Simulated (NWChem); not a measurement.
GeSiH5, doublet; SMILES [SiH2][GeH3]

Program: NWChem. Pople sets run with spherical d functions. Spin-unrestricted. The geometry was optimised at PBE0/def2-SVP, spin-unrestricted. No stability test was run on the SCF state. B3LYP is NWChem's, with the RPA form of VWN correlation. Vertical excitations in the gas phase; the lowest state need not have the same character in each row. Excited states of an open shell can be spin-contaminated.

For level B3LYP/6-31G*, TDA:

* **lowest excitation (eV)**: 3.87
* **lowest state with f > 0.02 (eV)**: 4.96
* **lowest empty minus highest occupied level, either spin (eV)**: 2.92

### Question
What are these values for level PBE/6-31G*, TDA?

### Answer
| Item | Result |
|---|---|
| lowest excitation (eV) | 3.76 |
| lowest state with f > 0.02 (eV) | 4.77 |
| lowest empty minus highest occupied level, either spin (eV) | 1.66 |
